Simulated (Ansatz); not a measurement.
Start from `[NH2][Hf]([NH2])([F])[Cl]` and change one atom or group to get `[NH2][Hf]([F])([Cl])[Br]`.

Ansatz, PBE0-D4/def2-TZVP geometries, multiplicity 1. Each molecule was computed in one conformer, which needn't be the lowest.

Elements past krypton have def2 core potentials. Scalar relativity is left out up to krypton.

```tsv
property	`[NH2][Hf]([NH2])([F])[Cl]`
LUMO energy (PBE/def2-TZVPP) / eV	-1.31
size of the dipole moment (B3LYP/def2-TZVPP) / D	3.03
size of the dipole moment (PBE/def2-TZVPP) / D	3.03
LUMO energy (PBE0/def2-TZVPP) / eV	-0.41
HOMO–LUMO gap (PBE/def2-TZVPP) / eV	4.94
HOMO energy (PBE0/def2-TZVPP) / eV	-7.67
```

**Question.** What does the change do to each property? (Best estimate.)

**Answer.** Ansatz gave: 
| property | `[NH2][Hf]([F])([Cl])[Br]` | shift |
| --- | --- | --- |
| LUMO energy (PBE/def2-TZVPP) / eV | -2.22 | -0.91 |
| size of the dipole moment (B3LYP/def2-TZVPP) / D | 2.75 | -0.28 |
| size of the dipole moment (PBE/def2-TZVPP) / D | 2.75 | -0.28 |
| LUMO energy (PBE0/def2-TZVPP) / eV | -1.36 | -0.95 |
| HOMO–LUMO gap (PBE/def2-TZVPP) / eV | 4.64 | -0.30 |
| HOMO energy (PBE0/def2-TZVPP) / eV | -8.21 | -0.54 |

With PBE0 the HOMO falls by 0.54 eV and the LUMO falls by 0.95 eV, so the gap narrows by about 0.41 eV. PBE moves the HOMO by -0.60 eV and ωB97M-V by -0.43 eV. The zero-point energy changes by -62.3 kJ/mol with -6 modes. Dipoles are sizes alone; their direction can turn.

B3LYP here is the variant with VWN-RPA as its local correlation; programs differ in this.

Spin–orbit coupling is left out; it splits and shifts lone-pair levels of the heavy atoms by tenths of an eV.
